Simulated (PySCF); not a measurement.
Ionisation energy of Si²⁺ by level of theory

Si²⁺ [Ne] 3s2 (1S) → Si³⁺ [Ne] 3s1 (2S), as a difference of total energies. Computed with PySCF 2.14 in aug-cc-pV(Q+d)Z with one added diffuse shell each of s, p, d, f, g type (8s7p6d4f3g, 114 functions), with no relativity, point nucleus. Correlated levels: valence: [Ne] frozen. The calculations carry no spin-orbit coupling.

```json
{"method": "UHF", "ionisation energy (eV)": "31.957"}
{"method": "LDA", "ionisation energy (eV)": "33.534"}
{"method": "PBE0", "ionisation energy (eV)": "33.251"}
{"method": "r2SCAN", "ionisation energy (eV)": "32.870"}
{"method": "r2SCANh", "ionisation energy (eV)": "32.886"}
{"method": "M06", "ionisation energy (eV)": "33.454"}
{"method": "wB97M-V", "ionisation energy (eV)": "33.507"}
{"method": "SCS-MP2 (valence)", "ionisation energy (eV)": "33.044"}
```

Problem. Estimate what MP2 (valence) gives.

Solution. 32.863 eV, closest to r2SCAN among the rows shown.

Problem. Estimate what PBE gives.

Solution. 33.392 eV, closest to M06 among the rows shown.

Errors of the correlated levels include the incompleteness of this basis and the frozen core.

MP2 underrates the near-degeneracy of ns² with np² in the lower species.

For comparison: 33.493 eV (measured; NIST Atomic Spectra Database, ionization energies).
